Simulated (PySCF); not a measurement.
CH6OSiTe, SMILES C[Te]O[SiH3]. Atoms are numbered in the order given.

```xyz
10

Te    -0.6509    -0.0783     0.5196
C     -0.6757     2.0322     0.0345
H     -1.6680     2.4227     0.3357
H     -0.5268     2.1740    -1.0510
H      0.1176     2.5347     0.6169
O      1.3213    -0.3247     0.0588
Si     1.7043    -0.7242    -1.5389
H      1.1412    -2.0613    -1.9462
H      3.2056    -0.7730    -1.5950
H      1.2028     0.3154    -2.5117
```
Charge 0, spin multiplicity 1.

The structure is a stationary point at PBE-D3(BJ)/def2-SVP. The structure was generated by enumeration, and PubChem lists no compound with its InChIKey, so it may never have been made. The def2 effective core potentials stand for the cores of Te; spin–orbit coupling is left out. The values are those of a single conformer.

Computed with PBE/def2-TZVP run with PySCF.

Atomic charges (e):

| atom | Löwdin | Mulliken |
|---|---|---|
| Te1 | 0.53 | 0.32 |
| C2 | [?] | -0.48 |
| H3 | [?] | 0.14 |
| H4 | [?] | 0.15 |
| H5 | [?] | 0.16 |
| O6 | -0.25 | -0.47 |
| Si7 | [?] | 0.30 |
| H8 | -0.05 | -0.04 |
| H9 | -0.04 | -0.03 |
| H10 | -0.05 | -0.05 |

Task: Some entries are withheld; supply them. (The exact figures need the calculation; the answer reports its results.)

Result: 
- C2, Löwdin: -0.55
- H3, Löwdin: 0.12
- H4, Löwdin: 0.11
- H5, Löwdin: 0.12
- Si7, Löwdin: 0.06

Task: Give the Mayer and Wiberg (Löwdin basis) orders of the bonds. (Estimate from the structure and the level; the computed values follow.)

Result: 
```tsv
bond	Mayer	Wiberg
Te1–C2	1.04	1.39
C2–H3	0.94	0.94
C2–H4	0.95	0.95
C2–H5	0.95	0.94
Te1–O6	0.91	1.23
O6–Si7	1.13	1.68
Si7–H8	0.93	0.97
Si7–H9	0.93	0.96
Si7–H10	0.93	0.96
```
